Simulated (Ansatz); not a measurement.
## Molecular dynamics of CH8O2Si

The input (input.yaml):

```yaml
crystal:
  periodic: [false, false, false]
  atoms:
    - { symbol: Si, position_ang: [0.534198, -0.530132, -0.445016] }
    - { symbol: O, position_ang: [0.886108, 1.102776, 0.570869] }
    - { symbol: H, position_ang: [-0.351014, -1.389319, -1.282038] }
    - { symbol: H, position_ang: [1.296607, -1.373054, 0.508513] }
    - { symbol: O, position_ang: [1.38496, 0.086634, -1.75817] }
    - { symbol: H, position_ang: [-0.218727, 0.662511, 0.789469] }
    - { symbol: C, position_ang: [-1.32643, -0.198828, 0.678239] }
    - { symbol: H, position_ang: [0.763752, 1.894957, 0.016706] }
    - { symbol: H, position_ang: [2.131381, 0.650915, -1.507321] }
    - { symbol: H, position_ang: [-1.391007, -1.263494, 0.932653] }
    - { symbol: H, position_ang: [-2.063872, 0.026385, -0.098801] }
    - { symbol: H, position_ang: [-1.645856, 0.330649, 1.594898] }
magnetization:
  spin_polarized: true
basis:
  gaussian: { orbitals: "6-31G*" }
hamiltonian:
  xc: r2scan
md:
  timestep: 0.5
  n_steps: 196
  ensemble: nve
  temperature: 100.0
  initial_velocities: maxwell_boltzmann
  seed: 10175
```

Command:

```bash
$ ansatz run input.yaml --threads 2 --pin off --max-ram 3072MiB --backend cpu --events-out ev --progress --plain --runs-dir out
```

It starts at the highest image of a converged band. Of that band: Neighbouring images differ by up to 2.4 eV, so the band resolves the path poorly. A vibrational analysis at the climbing image gives one clearly imaginary mode, 1227i cm⁻¹: a first-order saddle point.

Output, in part (one step line in 4, the closing report, with atoms numbered from 0):

```
md step     0: t =     0.00 fs  T =   100.0 K  F+E_penalty+E_count = -13134.02932334 eV  E_kin = 0.129260 eV  conserved = -13133.90006334 eV  (32 SCF iters)
md step     4: t =     2.00 fs  T =    70.8 K  F+E_penalty+E_count = -13133.99078492 eV  E_kin = 0.091567 eV  conserved = -13133.89921767 eV  (27 SCF iters)
md step     8: t =     4.00 fs  T =    72.6 K  F+E_penalty+E_count = -13133.99352039 eV  E_kin = 0.093900 eV  conserved = -13133.89962016 eV  (34 SCF iters)
md step    12: t =     6.00 fs  T =    71.9 K  F+E_penalty+E_count = -13133.99227555 eV  E_kin = 0.092929 eV  conserved = -13133.89934619 eV  (33 SCF iters)
md step    16: t =     8.00 fs  T =    96.8 K  F+E_penalty+E_count = -13134.02471833 eV  E_kin = 0.125111 eV  conserved = -13133.89960733 eV  (34 SCF iters)
md step    20: t =    10.00 fs  T =   125.2 K  F+E_penalty+E_count = -13134.06146336 eV  E_kin = 0.161872 eV  conserved = -13133.89959147 eV  (32 SCF iters)
md step    24: t =    12.00 fs  T =   152.9 K  F+E_penalty+E_count = -13134.09699987 eV  E_kin = 0.197580 eV  conserved = -13133.89941972 eV  (33 SCF iters)
md step    28: t =    14.00 fs  T =   226.8 K  F+E_penalty+E_count = -13134.19278400 eV  E_kin = 0.293203 eV  conserved = -13133.89958070 eV  (32 SCF iters)
md step    32: t =    16.00 fs  T =   326.0 K  F+E_penalty+E_count = -13134.32135913 eV  E_kin = 0.421417 eV  conserved = -13133.89994219 eV  (32 SCF iters)
md step    36: t =    18.00 fs  T =   391.4 K  F+E_penalty+E_count = -13134.40560357 eV  E_kin = 0.505957 eV  conserved = -13133.89964678 eV  (33 SCF iters)
md step    40: t =    20.00 fs  T =   478.9 K  F+E_penalty+E_count = -13134.51841768 eV  E_kin = 0.619078 eV  conserved = -13133.89933924 eV  (30 SCF iters)
md step    44: t =    22.00 fs  T =   605.0 K  F+E_penalty+E_count = -13134.68251459 eV  E_kin = 0.782067 eV  conserved = -13133.90044731 eV  (32 SCF iters)
md step    48: t =    24.00 fs  T =   668.7 K  F+E_penalty+E_count = -13134.76366258 eV  E_kin = 0.864320 eV  conserved = -13133.89934245 eV  (33 SCF iters)
md step    52: t =    26.00 fs  T =   758.6 K  F+E_penalty+E_count = -13134.88095766 eV  E_kin = 0.980561 eV  conserved = -13133.90039628 eV  (33 SCF iters)
md step    56: t =    28.00 fs  T =   790.3 K  F+E_penalty+E_count = -13134.92065045 eV  E_kin = 1.021548 eV  conserved = -13133.89910287 eV  (31 SCF iters)
md step    60: t =    30.00 fs  T =   901.4 K  F+E_penalty+E_count = -13135.06573456 eV  E_kin = 1.165148 eV  conserved = -13133.90058657 eV  (33 SCF iters)
md step    64: t =    32.00 fs  T =   931.4 K  F+E_penalty+E_count = -13135.10313851 eV  E_kin = 1.203968 eV  conserved = -13133.89917082 eV  (32 SCF iters)
md step    68: t =    34.00 fs  T =   992.0 K  F+E_penalty+E_count = -13135.18267579 eV  E_kin = 1.282228 eV  conserved = -13133.90044796 eV  (32 SCF iters)
md step    72: t =    36.00 fs  T =   995.7 K  F+E_penalty+E_count = -13135.18650473 eV  E_kin = 1.287100 eV  conserved = -13133.89940464 eV  (32 SCF iters)
md step    76: t =    38.00 fs  T =  1049.4 K  F+E_penalty+E_count = -13135.25632383 eV  E_kin = 1.356483 eV  conserved = -13133.89984127 eV  (32 SCF iters)
md step    80: t =    40.00 fs  T =  1093.3 K  F+E_penalty+E_count = -13135.31338988 eV  E_kin = 1.413212 eV  conserved = -13133.90017780 eV  (32 SCF iters)
md step    84: t =    42.00 fs  T =  1103.0 K  F+E_penalty+E_count = -13135.32524899 eV  E_kin = 1.425776 eV  conserved = -13133.89947301 eV  (32 SCF iters)
md step    88: t =    44.00 fs  T =  1149.6 K  F+E_penalty+E_count = -13135.38623520 eV  E_kin = 1.486012 eV  conserved = -13133.90022312 eV  (32 SCF iters)
md step    92: t =    46.00 fs  T =  1157.7 K  F+E_penalty+E_count = -13135.39564001 eV  E_kin = 1.496446 eV  conserved = -13133.89919380 eV  (31 SCF iters)
md step    96: t =    48.00 fs  T =  1236.2 K  F+E_penalty+E_count = -13135.49855654 eV  E_kin = 1.597971 eV  conserved = -13133.90058529 eV  (32 SCF iters)
md step   100: t =    50.00 fs  T =  1243.7 K  F+E_penalty+E_count = -13135.50660606 eV  E_kin = 1.607561 eV  conserved = -13133.89904517 eV  (31 SCF iters)
md step   104: t =    52.00 fs  T =  1304.9 K  F+E_penalty+E_count = -13135.58714433 eV  E_kin = 1.686653 eV  conserved = -13133.90049095 eV  (32 SCF iters)
md step   108: t =    54.00 fs  T =  1298.6 K  F+E_penalty+E_count = -13135.57809056 eV  E_kin = 1.678568 eV  conserved = -13133.89952267 eV  (32 SCF iters)
md step   112: t =    56.00 fs  T =  1323.2 K  F+E_penalty+E_count = -13135.61035027 eV  E_kin = 1.710413 eV  conserved = -13133.89993720 eV  (31 SCF iters)
md step   116: t =    58.00 fs  T =  1333.3 K  F+E_penalty+E_count = -13135.62325880 eV  E_kin = 1.723478 eV  conserved = -13133.89978109 eV  (31 SCF iters)
md step   120: t =    60.00 fs  T =  1340.5 K  F+E_penalty+E_count = -13135.63267991 eV  E_kin = 1.732724 eV  conserved = -13133.89995544 eV  (31 SCF iters)
md step   124: t =    62.00 fs  T =  1327.6 K  F+E_penalty+E_count = -13135.61613806 eV  E_kin = 1.716098 eV  conserved = -13133.90004022 eV  (31 SCF iters)
md step   128: t =    64.00 fs  T =  1285.3 K  F+E_penalty+E_count = -13135.56077594 eV  E_kin = 1.661411 eV  conserved = -13133.89936479 eV  (31 SCF iters)
md step   132: t =    66.00 fs  T =  1298.5 K  F+E_penalty+E_count = -13135.57866582 eV  E_kin = 1.678379 eV  conserved = -13133.90028698 eV  (31 SCF iters)
md step   136: t =    68.00 fs  T =  1272.2 K  F+E_penalty+E_count = -13135.54398286 eV  E_kin = 1.644458 eV  conserved = -13133.89952458 eV  (31 SCF iters)
md step   140: t =    70.00 fs  T =  1252.5 K  F+E_penalty+E_count = -13135.51918659 eV  E_kin = 1.619000 eV  conserved = -13133.90018694 eV  (32 SCF iters)
md step   144: t =    72.00 fs  T =  1184.8 K  F+E_penalty+E_count = -13135.43103170 eV  E_kin = 1.531512 eV  conserved = -13133.89951967 eV  (31 SCF iters)
md step   148: t =    74.00 fs  T =  1164.2 K  F+E_penalty+E_count = -13135.40465385 eV  E_kin = 1.504882 eV  conserved = -13133.89977223 eV  (31 SCF iters)
md step   152: t =    76.00 fs  T =  1163.5 K  F+E_penalty+E_count = -13135.40381774 eV  E_kin = 1.503959 eV  conserved = -13133.89985835 eV  (31 SCF iters)
md step   156: t =    78.00 fs  T =  1142.3 K  F+E_penalty+E_count = -13135.37622383 eV  E_kin = 1.476542 eV  conserved = -13133.89968202 eV  (32 SCF iters)
md step   160: t =    80.00 fs  T =  1136.6 K  F+E_penalty+E_count = -13135.36916817 eV  E_kin = 1.469215 eV  conserved = -13133.89995271 eV  (31 SCF iters)
md step   164: t =    82.00 fs  T =  1132.6 K  F+E_penalty+E_count = -13135.36374458 eV  E_kin = 1.464055 eV  conserved = -13133.89968934 eV  (32 SCF iters)
md step   168: t =    84.00 fs  T =  1142.9 K  F+E_penalty+E_count = -13135.37729282 eV  E_kin = 1.477302 eV  conserved = -13133.89999082 eV  (31 SCF iters)
md step   172: t =    86.00 fs  T =  1121.0 K  F+E_penalty+E_count = -13135.34910128 eV  E_kin = 1.448988 eV  conserved = -13133.90011347 eV  (31 SCF iters)
md step   176: t =    88.00 fs  T =  1073.7 K  F+E_penalty+E_count = -13135.28741843 eV  E_kin = 1.387849 eV  conserved = -13133.89956969 eV  (31 SCF iters)
md step   180: t =    90.00 fs  T =  1052.4 K  F+E_penalty+E_count = -13135.26030080 eV  E_kin = 1.360287 eV  conserved = -13133.90001357 eV  (32 SCF iters)
md step   184: t =    92.00 fs  T =  1025.3 K  F+E_penalty+E_count = -13135.22468126 eV  E_kin = 1.325242 eV  conserved = -13133.89943974 eV  (31 SCF iters)
md step   188: t =    94.00 fs  T =  1051.8 K  F+E_penalty+E_count = -13135.25972886 eV  E_kin = 1.359616 eV  conserved = -13133.90011263 eV  (32 SCF iters)
md step   192: t =    96.00 fs  T =  1056.7 K  F+E_penalty+E_count = -13135.26501020 eV  E_kin = 1.365859 eV  conserved = -13133.89915152 eV  (31 SCF iters)
md step   196: t =    98.00 fs  T =  1119.1 K  F+E_penalty+E_count = -13135.34705096 eV  E_kin = 1.446557 eV  conserved = -13133.90049403 eV  (31 SCF iters)
Total energy: -13135.34706181 eV, -482.7151010637 hartree
Atom 0 at     0.242741    -1.269497    -0.674706 Å, force     0.381711     0.790705    -0.099954 eV/Å
Atom 1 at     1.958951     2.609918     1.071906 Å, force    -0.039596     0.102965    -1.499567 eV/Å
Atom 2 at     0.274663    -2.225158    -1.824435 Å, force     0.201203     0.312773    -0.057141 eV/Å
Atom 3 at     0.934634    -1.948103     0.461934 Å, force     0.048585     0.051759     0.028499 eV/Å
Atom 4 at     0.835829     0.248704    -1.056710 Å, force     0.930904    -0.222631    -0.579754 eV/Å
Atom 5 at     1.997470     2.935692     0.129714 Å, force     0.056358    -0.383672     1.266116 eV/Å
Atom 6 at    -1.472676    -0.807108    -0.262165 Å, force    -0.797100    -0.444056     0.438075 eV/Å
Atom 7 at     1.616318     3.367965     1.559491 Å, force    -0.103127     0.173307     0.077730 eV/Å
Atom 8 at     0.706253     0.926100    -0.377435 Å, force     0.070870    -0.168898     0.192119 eV/Å
Atom 9 at    -1.895233    -1.621207     0.320806 Å, force    -0.707995    -0.195087     0.122839 eV/Å
Atom 10 at    -2.064881    -0.628591    -1.169045 Å, force    -0.035965    -0.022113     0.171831 eV/Å
Atom 11 at    -1.497103     0.087393     0.372172 Å, force    -0.005847     0.004947    -0.060792 eV/Å
Dipole moment:    -0.274623     0.532718     0.165101 e Å
```

All steps were run. The conserved energy stayed within 0.092 meV per atom of its start (net change -0.036 meV per atom), so the integration is sound. The system heated up, since it started high on the potential surface and ran downhill. A run of 0.098 ps of so small a system gives no equilibrium averages. The orbitals stay closed-shell, which can raise the energy where a bond breaks towards radicals; this wasn't checked here.

The step under study would form Si1–C7, O2–H6 and break Si1–O2, H6–C7. These pairs go: Si1–C7 2.20 → 1.82 Å, O2–H6 1.21 → 1.00 Å, Si1–O2 1.96 → 4.59 Å, H6–C7 1.41 → 5.12 Å. In the last frame they stand as after the step (other bonds may differ from the relaxed reactants and products). It ends as CH6OSi + H2O. Pairs count as bonded within 1.25 times the sum of covalent radii (0.12 Å more for H–H).

Last frame:

```xyz
12
Properties=species:S:1:pos:R:3
Si 0.243 -1.270 -0.675
O 1.959 2.610 1.072
H 0.275 -2.225 -1.824
H 0.935 -1.948 0.462
O 0.836 0.249 -1.057
H 1.998 2.936 0.130
C -1.473 -0.807 -0.262
H 1.616 3.368 1.560
H 0.706 0.926 -0.377
H -1.895 -1.621 0.321
H -2.065 -0.629 -1.169
H -1.497 0.087 0.372
```

Time of the run: 15 min on 2 threads of Arm Neoverse V1, on a shared host, peak memory 0.21 GiB.
